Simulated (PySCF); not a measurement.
C5H3F3S.
Numbering: `[F:1][C:2]([F:3])([F:4])[c:5]1[cH:6][cH:7][s:8][cH:9]1` (hydrogens: H10 on C6; H11 on C7; H12 on C9)

A linear-response calculation (PySCF, def2-SVPD basis, gas phase, vertical, core orbitals frozen in the response) gave these numbers; the functional is withheld.

Orbital energies (eV): HOMO-3 -12.78, HOMO-2 -11.73, HOMO-1 -9.14, HOMO -8.84, LUMO 0.02, LUMO+1 0.97, LUMO+2 1.17.

```json
{"state": "S1", "E (eV)": "5.86", "f": "0.075", "main configurations (H = HOMO, L = LUMO)": "H→L (75%), H-1→L (17%)"}
{"state": "S2", "E (eV)": "5.99", "f": "0.081", "main configurations (H = HOMO, L = LUMO)": "H-1→L (66%), H→L (20%), H→L+4 (8%)"}
{"state": "S3", "E (eV)": "6.53", "f": "0.0014", "main configurations (H = HOMO, L = LUMO)": "H→L+1 (45%), H-1→L+1 (36%)"}
{"state": "S4", "E (eV)": "6.62", "f": "0.0025", "main configurations (H = HOMO, L = LUMO)": "H-1→L+1 (43%), H→L+1 (39%)"}
{"state": "S5", "E (eV)": "7.15", "f": "0.0009", "main configurations (H = HOMO, L = LUMO)": "H→L+2 (80%), H→L+3 (9%)"}
{"state": "S6", "E (eV)": "7.47", "f": "0.015", "main configurations (H = HOMO, L = LUMO)": "H-1→L+2 (90%)"}
```

Triplets (Tamm–Dancoff): T1 3.84 eV, H→L (92%); T2 4.62 eV, H-1→L (92%); T3 5.59 eV, H→L+4 (61%), H→L+3 (22%); T4 6.21 eV, H-1→L+1 (52%), H→L+1 (21%), H-1→L+9 (9%).

Vertical ionisation energy by ΔSCF with the same functional: 9.58 eV. Mean static polarisability: 75.4 au.

Question: Which of these was used?
A. PBE
B. CAM-B3LYP
C. PBE0
D. HF

Answer: B. CAM-B3LYP is range-separated, 19% exact exchange at short range and 65% at long range (ω = 0.33 bohr⁻¹). In this run −ε(HOMO) = 8.84 eV differs from the ΔSCF value by -0.75 eV, and S1 differs from the orbital gap of 8.86 eV by -3.00 eV. The ratio −ε(HOMO)/IP is 0.92. Usual ranges for neutral molecules in this basis: 0.85 to 0.93 with CAM-B3LYP, 0.5 to 0.7 with PBE, 0.7 to 0.83 with PBE0; with Hartree–Fock the ratio is 1 or more (Koopmans' value less the relaxation energy is the ΔSCF value).

The calculation used TDDFT CAM-B3LYP/def2-SVPD, vertical, gas phase, core orbitals frozen in the response in PySCF 2.14.0, density-fitted response routines. Geometry: PBE0-D3(BJ)/def2-SVP; no solvent, vibrations or thermal averaging.

The values belong to the conformer `[F:1][C:2]([F:3])([F:4])[c:5]1[cH:6][cH:7][s:8][cH:9]1`: F1–C2–C5–C6 54°.
